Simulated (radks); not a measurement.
These are the eigenvalues of the occupied orbitals of an atom or ion with whole-number occupations (eV). Calculated with a radial shooting solver on a logarithmic mesh with Libxc functionals: non-relativistic Kohn-Sham, LDA (Slater exchange, Perdew-Wang correlation), spin-unpolarised, spherical densities, point nucleus.

1s: -7499.913
2s: -881.0966
2p: -766.0563
3s: -99.3664
3p: -64.9842
3d: -8.7682
4s: -5.5654

Which element is it, and in what charge state? The configuration may be excited.

Answer. Z = 27, cobalt, charge 0: Co in [Ar] 3d7 4s2. The list shows which subshells hold electrons but not how many an open one holds; the 1s level, -275.62 hartree, gives Z - s = 23.5 by -(Z - s)^2/2, which with screening narrows Z to a few neighbours, and the depths of the outer levels then fix element, charge and occupations together.
